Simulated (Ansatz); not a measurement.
Total energies of the cluster Sn₂Se⁺ (the lowest doublet isomer of a short search) from Ansatz at PBE0-D4/def2-TZVP, gas phase (1 Eh = 27.2114 eV = 2625.5 kJ/mol). The reference geometry is relaxed at r2SCAN-D4/def2-TZVP.

```csv
atom,x (Å),y (Å),z (Å)
Sn1,-1.3485,-0.8950,0.5740
Sn2,0.8768,1.3614,0.5716
Se3,0.4716,-0.4664,-1.1456
```

```json
{"state": "charge 1 doublet", "geometry": "reference", "energy (Eh)": "-2829.73083"}
{"state": "charge 0 singlet", "geometry": "reference", "energy (Eh)": "-2829.97793"}
{"state": "charge 1 quartet", "geometry": "relaxed at r2SCAN-D4/def2-TZVP", "energy (Eh)": "-2829.65552"}
```

In the def2 sets Sn takes a core potential; there is no spin–orbit coupling.

(1) Work out the vertical electron affinity, to the singlet.

(2) Which of the charge 1 states is lowest, and how far above it are the others?

(1) E(charge 1 doublet) − E(charge 0 singlet) = -2829.73083 − (-2829.97793) = 0.24710 Eh = 6.72 eV.

(2) The doublet. quartet: -2829.65552 − (-2829.73083) = 0.07531 Eh = 197.7 kJ/mol.

The structure comes from a short search, and lower isomers may exist.
